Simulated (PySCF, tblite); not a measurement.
Energy landscape of H₂B (anion, charge -1), singlet: map of symmetric stretch and bend. Scanned: B-H bond length and H-B-H angle.

Computed with: GFN2-xTB, 300 K electronic temperature (tblite); RHF/aug-cc-pVDZ (PySCF); PBE0/aug-cc-pVDZ (PySCF); wB97X-V/aug-cc-pVDZ (PySCF); MP2 on RHF/aug-cc-pVDZ, 1 core orbital frozen (PySCF); CCSD on RHF/aug-cc-pVDZ, 1 core orbital frozen (PySCF); CCSD(T) on RHF/aug-cc-pVDZ, 1 core orbital frozen (PySCF).

Energies in kJ/mol at chosen points (x: B-H bond length (Å); y: H-B-H angle (°)), relative to x = 1.25, y = 100:

```json
[
 {"method": "GFN2-xTB", "(1.62, 170)": "228.9", "(1.69, 80)": "58.7", "(1.56, 130)": "46.2", "(1.19, 140)": "103.2", "(1.69, 120)": "52.1", "(1.25, 100)": "0.0", "(1.50, 180)": "291.6"},
 {"method": "RHF", "(1.62, 170)": "350.1", "(1.69, 80)": "164.0", "(1.56, 130)": "152.1", "(1.19, 140)": "40.2", "(1.69, 120)": "187.9", "(1.25, 100)": "0.0", "(1.50, 180)": "265.4"},
 {"method": "PBE0", "(1.62, 170)": "309.8", "(1.69, 80)": "146.0", "(1.56, 130)": "137.8", "(1.19, 140)": "37.5", "(1.69, 120)": "172.1", "(1.25, 100)": "0.0", "(1.50, 180)": "230.9"},
 {"method": "wB97X-V", "(1.62, 170)": "326.1", "(1.69, 80)": "150.2", "(1.56, 130)": "143.2", "(1.19, 140)": "45.0", "(1.69, 120)": "177.5", "(1.25, 100)": "0.0", "(1.50, 180)": "245.5"},
 {"method": "MP2", "(1.62, 170)": "321.1", "(1.69, 80)": "156.7", "(1.56, 130)": "144.9", "(1.19, 140)": "40.6", "(1.69, 120)": "183.0", "(1.25, 100)": "0.0", "(1.50, 180)": "241.7"},
 {"method": "CCSD", "(1.62, 170)": "309.2", "(1.69, 80)": "140.8", "(1.56, 130)": "134.9", "(1.19, 140)": "42.8", "(1.69, 120)": "166.2", "(1.25, 100)": "0.0", "(1.50, 180)": "238.5"},
 {"method": "CCSD(T)", "(1.62, 170)": "300.9", "(1.69, 80)": "137.3", "(1.56, 130)": "131.9", "(1.19, 140)": "42.0", "(1.69, 120)": "162.7", "(1.25, 100)": "0.0", "(1.50, 180)": "232.1"}
]
```
